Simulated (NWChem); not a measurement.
InF$_{2}$ cation; SMILES [F][In+][F]

Results from NWChem. def2 effective core potentials on In; no spin-orbit coupling. Each level has its own optimisation; frequencies are unscaled.

For level Hartree-Fock/STO-3G (all-electron, non-relativistic):

r F–In (Å): 1.808
highest harmonic frequency (cm⁻¹): 692
lowest (cm⁻¹): 149

Q: Estimate the same quantities for level PBE/def2-SVP (core potentials).

A: 
* **r F–In (Å)**: 1.897
* **highest harmonic frequency (cm⁻¹)**: 723
* **lowest (cm⁻¹)**: 123
